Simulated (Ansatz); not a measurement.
Species: trimethoxy(methyl)silane, C$_{4}$H$_{12}$O$_{3}$Si, net charge 0, singlet state. 
Geometry from a B3LYP-D3(BJ)/def2-TZVP (Ansatz, a quantum-chemistry and plane-wave program) optimisation:
SMILES: CO[Si](C)(OC)OC
```xyz
20

Si    -0.0090    -0.0025    -0.1041
C     -0.1701    -0.0472    -1.9579
O     -1.2858    -0.7276     0.6136
C     -2.6245    -0.2658     0.5712
O      0.0652     1.5362     0.4417
C      1.1146     2.4515     0.1809
O      1.3458    -0.7739     0.3861
C      1.5969    -2.1615     0.2501
H     -1.0910     0.4399    -2.2858
H     -0.1878    -1.0745    -2.3278
H      0.6660     0.4648    -2.4390
H     -3.0095    -0.2500    -0.4535
H     -3.2377    -0.9480     1.1600
H     -2.7066     0.7385     0.9942
H      2.0700     2.0676     0.5471
H      0.8878     3.3842     0.6972
H      1.2053     2.6610    -0.8898
H      1.6178    -2.4626    -0.8023
H      2.5713    -2.3749     0.6896
H      0.8374    -2.7504     0.7702
```

Wanted: atomisation energy (electronic, to ground-state atoms); the coupled-cluster value holds the core correlation from cc-pwCVTZ, in kJ/mol. Valence correlation only, unless marked. UHF or UKS for open shells. Spin-orbit coupling is left out. Non-relativistic. CBS marks a two-point X^-3 extrapolation of the correlation energy; Hartree-Fock from the larger set. The bracket is a focal-point correction in the basis named.

Level to compare with: RI-MP2/CBS(cc-pV(T+d)Z,cc-pV(Q+d)Z)+[CCSD(T)-MP2]/cc-pV(T+d)Z plus the core term (Ansatz), 7997.8 kJ/mol. It is a level with limits of its own, and the differences hold the functionals' basis error too.

Q: Rank these functionals by how close they come to RI-MP2/CBS(cc-pV(T+d)Z,cc-pV(Q+d)Z)+[CCSD(T)-MP2]/cc-pV(T+d)Z, closest first: B3LYP/def2-TZVPD (Ansatz); PBE/def2-TZVPD (Ansatz); revPBE/def2-TZVPD (Ansatz); r2SCAN0/def2-TZVPD (Ansatz).

A: PBE/def2-TZVPD (GGA, 8020.6 kJ/mol, difference 22.8), B3LYP/def2-TZVPD (global hybrid, 7871.7 kJ/mol, difference -126.1), r2SCAN0/def2-TZVPD (hybrid meta-GGA, 7831.5 kJ/mol, difference -166.3), revPBE/def2-TZVPD (GGA, 7737.0 kJ/mol, difference -260.8)
